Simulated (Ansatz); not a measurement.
Harmonic frequencies (cm⁻¹) at PBE0-D4/def2-TZVP from Ansatz: 70, 87, 128, 139, 171, 203, 214, 225, 276, 404, 456, 673, 736, 740, 754, 2086, 3450, 3989.

Each molecule was computed in one conformer, which needn't be the lowest.

(1) Which molecule is it?
A. `[F][Zr]([SH])([SH])[SH]`
B. `C#[C][Zr]([OH])([F])[Cl]`
C. `[OH][Zr]([OH])([OH])[F]`
D. `O=C=[N][Zr]([Cl])([Cl])[N]=C=O`

## Answers

(1) B.
